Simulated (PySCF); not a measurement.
# B(2+): excitation energy

B(2+) [He] 2s1 (2S) → B(2+) [He] 3d1 (2D), as a difference of total energies. Calculation: PySCF 2.14, in aug-cc-pwCVDZ (5s4p2d, 27 functions); no relativity, point nucleus. Correlated levels: valence and next inner shell: nothing frozen. The calculations carry no spin-orbit coupling.

| method | excitation energy (eV) |
| --- | --- |
| UHF | 24.326 |
| MP2 (valence and next inner shell) | 24.365 |
| SCS-MP2 (valence and next inner shell) | 24.356 |
| CCSD (valence and next inner shell) | 24.369 |
| CCSD(T) (valence and next inner shell) | 24.369 |
| CCSDT (valence and next inner shell) | 24.369 |
| FCI (valence and next inner shell) | 24.369 |

Question: How much does correlation contribute at CCSD(T) (valence and next inner shell)?

Answer: 24.369 − (24.326) = 0.043 eV, measured against UHF.

The promoted electron is Rydberg-like, and one or two diffuse shells describe it only roughly, which tends to raise the upper state.
